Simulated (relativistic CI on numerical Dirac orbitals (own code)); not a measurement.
## Mg: sensitivity of the levels to the model

Base calculation: Dirac-Coulomb-Breit CI, KLI orbitals optimised for each configuration, QED by a radiative potential, valence Slater integrals scaled by 0.85, P86 correlation energy added to each configuration.

CI space (outside the closed core [Ne]): 3s², 3s3p, 3s4s, 3s3d, 3s4p, 3s5s, 3s4d, 3s5p, 3s4f, 3s6s, 3s5d, 3s6p, 3s5f, 3p², 3d², 3p4s, 3s5g, 3p3d, 3s6d, 4s², 3d4s. Levels of other configurations are missing.

Variants: (1) no correlation estimate; (2) valence Slater integrals scaled by 0.75; (3) non-relativistic limit; (4) one mean potential for all configurations. Shifts of the energy above 3s² ¹S0, in cm⁻¹, for the lowest level and the first level of each name with at least 55 % of one term (blank where a level changes its place among those of its configuration and J or its character, or is not in the variant):

```csv
Level,Base,Δ(1),Δ(2),Δ(3),Δ(4),Measured
3s² ¹S0,0.0,0.0,0.0,0.0,0.0,0.0
3s3p ³P°0,20273.6,-710.6,-184.7,-58.8,-39.7,21850.4
3s3p ³P°1,20291.4,-710.7,-185.6,-76.6,-39.7,21870.5
3s3p ³P°2,20327.6,-710.9,-187.2,-112.8,-39.6,21911.2
3s3p ¹P°1,34456.2,-1172.1,-1781.4,-73.5,+719.1,35051.3
3s4s ³S1,41152.3,-2995.7,-714.2,-43.8,+543.2,41197.4
3s4s ¹S0,43270.8,-3017.2,-988.2,-46.1,+887.7,43503.3
3s3d ¹D2,46155.2,-2846.3,-312.9,-99.3,+250.9,46403.1
3s3d ³D3,47809.6,-3177.5,-755.3,-66.4,+329.8,47957.0
3s3d ³D2,47809.8,-3177.5,-755.3,-66.6,+329.7,47957.0
3s3d ³D1,47810.0,-3177.5,-755.3,-66.8,+329.7,47957.1
3s4p ³P°0,47829.0,-3569.9,-721.8,-55.9,+646.8,47841.1
3s4p ³P°1,47832.1,-3569.9,-721.6,-59.0,+646.9,47844.4
3s4p ³P°2,47838.6,-3569.9,-721.3,-65.5,+647.0,47851.2
```

For a near-neutral ion this model can misplace configurations by up to about 10,000 cm⁻¹ (more where the count of f electrons changes) and terms by 10 to 25 % of their spread. Rates follow the energies as ν³ (E1, M1) or ν⁵ (E2), so they and the lifetimes can be off by large factors. The fine structure of a lone outer electron comes out too small, for d and f at times inverted, and misplaced configurations move strength between like terms. 45 of the 45 excited levels that our extract of the measured tables holds in this range could be paired (the sources list more); they are missed by 886 cm⁻¹ on average and 2136 at most, and levels without a partner can miss by more.

Measured levels: NIST Handbook of Basic Atomic Spectroscopic Data (Sansonetti and Martin, J. Phys. Chem. Ref. Data 34, 1559 (2005)).

Ionisation energy from the two ground configurations alone: base 7.351 eV; no correlation estimate 6.61 eV. The NIST ASD value (measured) is 7.64624 eV. The gap of more than 2 % comes from missing correlation.
